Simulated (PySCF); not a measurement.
## Telling isomers of C4H9FOSi2 apart by NMR

[PySCF: geometry: GFN2-xTB; NMR shieldings at PBE0/pcSseg-1/GIAO; rapidly exchanging positions averaged; a single conformation; in vacuum; relativity neglected]

δ = σ(ref) − σ, references computed at the same level: $^{1}$H (σ = 31.72 ppm) and $^{13}$C (σ = 186.93 ppm) against TMS. Splittings of carbon signals by F and P are missing where no couplings were computed. Where no couplings were computed, multiplicities follow the n + 1 count of equivalent neighbours, and m marks all less simple cases (inequivalent or close neighbours, rings, F or P nearby). Shifts are as computed. Against solution values, carbons near 30 ppm lie about +3 ppm off and those near 130 ppm about +5 ppm. Of 1309 compounds with measured shifts, 239 miss one by over three times the rms of a fit or turn the order of signals round; such compounds aren't used in these exercises. OH and NH positions are gas-phase values without hydrogen bonding to other molecules.

(1) Tabulate the signals of `O=C[SiH2]C/C=C(/F)[SiH3]`, `C[SiH2][C@H](F)C#C[SiH2]O`, `O=C/C=C(\F)[SiH2]C[SiH3]`, `F[Si@H]1C=C([SiH3])OCC1`, `C[Si@@H]1C[C@](F)(C=O)[SiH2]1` and their relative energies.

(2) What is the quickest way to tell F[Si@H]1C=C([SiH3])OCC1 from C[Si@@H]1C[C@](F)(C=O)[SiH2]1?

(3) What is the quickest way to tell O=C/C=C(\F)[SiH2]C[SiH3] from F[Si@H]1C=C([SiH3])OCC1?

(4) What is the quickest way to tell C[SiH2][C@H](F)C#C[SiH2]O from C[Si@@H]1C[C@](F)(C=O)[SiH2]1?

Results:

(1) 
```tsv
SMILES	carbon types	δC	δH	E rel. (kcal/mol)
O=C[SiH2]C/C=C(/F)[SiH3]	1×C 2×CH 1×CH2	245.6, 167.4, 128.1, 10.8	12.39 (t, 1H), 6.27 (m, 1H), 4.31 (m, 2H), 4.25 (m, 3H), 1.80 (m, 2H)	66.5
C[SiH2][C@H](F)C#C[SiH2]O	2×C 1×CH 1×CH3	110.4, 102.5, 80.5, -8.6	5.51 (m, 1H), 5.29 (d, 1H), 4.95 (d, 1H), 4.40 (m, 1H), 4.23 (m, 1H), 1.21 (br s, 1H), 0.20 (m, 3H)	42.0
O=C/C=C(\F)[SiH2]C[SiH3]	1×C 2×CH 1×CH2	196.5, 190.2, 130.6, -11.3	10.47 (m, 1H), 5.79 (m, 1H), 4.46 (m, 2H), 4.06 (t, 3H), 0.24 (m, 2H)	47.7
F[Si@H]1C=C([SiH3])OCC1	1×C 1×CH 2×CH2	185.7, 110.7, 67.5, 16.2	5.57 (m, 1H), 5.03 (m, 1H), 4.80 (m, 1H), 4.19 (m, 1H), 4.08 (s, 3H), 0.92 (m, 1H), 0.90 (m, 1H)	0.0
C[Si@@H]1C[C@](F)(C=O)[SiH2]1	1×C 1×CH 1×CH2 1×CH3	211.9, 106.5, 26.5, -4.2	10.46 (m, 1H), 5.04 (m, 1H), 4.83 (m, 1H), 4.44 (m, 1H), 2.22 (m, 1H), 2.21 (m, 1H), 0.84 (d, 3H)	41.0
```

Energies are electronic energies at PBE0/pcSseg-1 on these geometries, without zero-point or thermal terms, each for the one conformer computed, which needn't be the lowest.

(2) Both give the same number of carbon signals, but DEPT or the intensities differ. The first has an alkene carbon bearing oxygen (C) at 185.7 ppm, the second an aldehyde carbonyl carbon (CH) at 211.9 ppm. In the proton spectra the most deshielded non-exchanging signals are 5.57 (m, 1H) and 10.46 (m, 1H).

(3) Both give the same number of carbon signals, but DEPT or the intensities differ. The first has an aldehyde carbonyl carbon (CH) at 190.2 ppm, the second an sp3 CH2 bonded to O at 67.5 ppm. Their most deshielded carbons lie at 196.5 and 185.7 ppm. In the proton spectra the most deshielded non-exchanging signals are 10.47 (m, 1H) and 5.57 (m, 1H).

(4) Both give the same number of carbon signals, but DEPT or the intensities differ. The first has a propargylic sp3 CH bonded to F and Si at 80.5 ppm, the second an aldehyde carbonyl carbon (CH) at 211.9 ppm. Their most deshielded carbons lie at 110.4 and 211.9 ppm. In the proton spectra the most deshielded non-exchanging signals are 5.51 (m, 1H) and 10.46 (m, 1H).
